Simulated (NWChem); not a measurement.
# C2H8Si2; SMILES C=C([SiH3])[SiH3]

```xyz
12

C      0.0000     0.0000     1.7826
C      0.0000     0.0000     0.4360
Si    -1.6388     0.0000    -0.4851
Si     1.6388     0.0000    -0.4851
H      0.9193     0.0000     2.3704
H     -0.9193     0.0000     2.3704
H     -1.7572     1.2000    -1.3594
H     -2.7602     0.0000     0.4944
H     -1.7572    -1.2000    -1.3594
H      2.7602     0.0000     0.4944
H      1.7572    -1.2000    -1.3594
H      1.7572     1.2000    -1.3594
```
Atoms are numbered in this order, from 1.

All runs use the structure optimised with B3LYP/6-31G* (spherical d).

**Question.** Give the principal values of the shielding tensors (ppm) of C1, C2, Si3 from B3LYP/6-31G* (spherical d), GIAO (NWChem), with their diamagnetic and paramagnetic parts as GIAO splits them.

**Answer.** 
| atom | σ11 | σ22 | σ33 | isotropic | diamagnetic | paramagnetic |
|---|---|---|---|---|---|---|
| C1 | -62.3 | 48.6 | 151.8 | 46.0 | 257.3 | -211.3 |
| C2 | -30.0 | 20.8 | 194.9 | 61.9 | 252.8 | -190.9 |
| Si3 | 392.9 | 452.3 | 496.4 | 447.2 | 882.9 | -435.7 |
